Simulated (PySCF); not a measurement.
Excitations are Tamm–Dancoff values on a coarser integration grid. The basis has no diffuse functions, so Rydberg states are missing or too high.

Cartesian coordinates (Å):
```xyz
13

N      1.0783     1.3210     0.1643
Si     0.0000     0.0000     0.0000
N      0.8028    -1.4896    -0.2673
N     -0.9804     0.4778    -1.3211
N     -0.9007    -0.3093     1.4241
H      0.7466     2.2698     0.1190
H      1.9220     1.2421     0.7062
H      1.2299    -1.7010    -1.1531
H      1.2406    -1.9860     0.4904
H     -0.5750     0.8843    -2.1472
H     -1.8534     0.0181    -1.5166
H     -1.2984     0.4407     1.9635
H     -1.4122    -1.1681     1.5379
```
Charge 0, multiplicity 1.

### Question
What HOMO, S1–T1 gap (TDA), S1 excitation (TDA), total energy, dipole moment, brightest of the four lowest singlets (TDA), T1 excitation (TDA) and HOMO–LUMO gap does CAM-B3LYP-D3(BJ)/def2-TZVP (PySCF) give?

### Answer

```json
{
  "HOMO": "-8.06 eV",
  "S1–T1 gap (TDA)": "0.36 eV",
  "S1 excitation (TDA)": "6.44 eV",
  "total_energy": "-513.4882 Ha",
  "dipole_moment": "0.00 D",
  "brightest of the four lowest singlets (TDA)": "6.95 eV",
  "T1 excitation (TDA)": "6.09 eV",
  "HOMO–LUMO gap": "9.68 eV"
}
```
